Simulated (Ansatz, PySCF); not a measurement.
Reaction (SMILES): [SiH3][Si](Cl)(Cl)Cl + 4 [H][H] (H2) → 3 Cl (HCl) + 2 [SiH4] (SiH4)
Structures are relaxed separately at B3LYP-D3(BJ)/def2-TZVP in Ansatz (a program for electronic structure).

Wanted: energy of full hydrogenation (0 K, with B3LYP-D3(BJ) harmonic zero-point energies from PySCF), in kcal/mol. Correlated levels leave the core frozen unless marked. Spin-orbit coupling is left out. No relativistic terms. CBS(X,Y): correlation extrapolated as X^-3; Hartree-Fock from the larger set.

```tsv
level	program	energy of full hydrogenation (kcal/mol)
BLYP-D4/def2-TZVPD	Ansatz + dftd4	59.7
r2SCAN/def2-TZVPD	Ansatz	61.6
PBE0-D4/def2-TZVP	Ansatz + dftd4	60.5
BHLYP/def2-TZVPD	Ansatz	46.5
r2SCANh/def2-TZVPD	Ansatz	60.3
wB97M-V/def2-TZVPD	Ansatz	?
B2PLYP-D3(BJ)/def2-TZVPD	Ansatz + dftd3	59.3
SCS-MP2/cc-pV(T+d)Z	Ansatz	54.1
CCSD(T)/CBS(cc-pV(T+d)Z,cc-pV(Q+d)Z)	Ansatz	?
```

Fill in the missing entries.


- wB97M-V/def2-TZVPD, energy of full hydrogenation (kcal/mol): 56.5
- CCSD(T)/CBS(cc-pV(T+d)Z,cc-pV(Q+d)Z), energy of full hydrogenation (kcal/mol): 58.8
